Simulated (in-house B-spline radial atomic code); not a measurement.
# Ionising Rh6+ with different functionals

Computed with a radial B-spline atomic code at the basis-set limit: non-relativistic Hamiltonian, point nucleus, spin-polarised at highest spin, spherical fractional occupations for the functionals, the average over the highest-spin determinants for Hartree-Fock. The ionisation energy is the difference of two self-consistent energies, [Kr] 4d3 → [Kr] 4d2, without Breit or QED terms; ε is the level of the shell that loses the electron (its least bound occupied spin orbital). There is no spin-orbit coupling in this Hamiltonian.

Hybrids are left out here: with spherical fractional occupations of an open shell their exact exchange keeps a self-interaction that integer-occupation calculations don't have.

```csv
method,rung,ΔSCF (eV),-ε(4d) (eV)
Hartree-Fock,Hartree-Fock,?,?
LDA VWN5,LDA,99.11,90.22
LDA PW92,LDA,99.10,90.21
LDA exchange-only,LDA,97.51,88.68
PBE,GGA,99.06,90.18
PBEsol,GGA,99.01,90.13
BLYP,GGA,?,?
RPBE,GGA,99.04,90.16
PW91,GGA,99.14,90.26
BP86,GGA,99.07,90.18
AM05,GGA,98.98,90.09
OLYP,GGA,99.48,90.57
TPSS,meta-GGA,98.99,90.14
SCAN,meta-GGA,99.16,90.40
r2SCAN,meta-GGA,99.21,90.46
M06-L,meta-GGA,99.14,90.35
revTPSS,meta-GGA,98.94,90.09
```

Q: What does Hartree-Fock give?

A: ΔSCF 97.94 eV, and -ε(4d) = 98.72 eV.

Q: What does BLYP give?

A: ΔSCF 98.82 eV, and -ε(4d) = 89.92 eV.

Q: How do they compare with the NIST value?

A: NIST lists 97 eV ± 2 (tabulated theory, ground level to ground level). Errors run from +0.51 to +2.48 eV; all lie within about twice that uncertainty, so the table can't rank the methods. Hartree-Fock also lacks correlation.
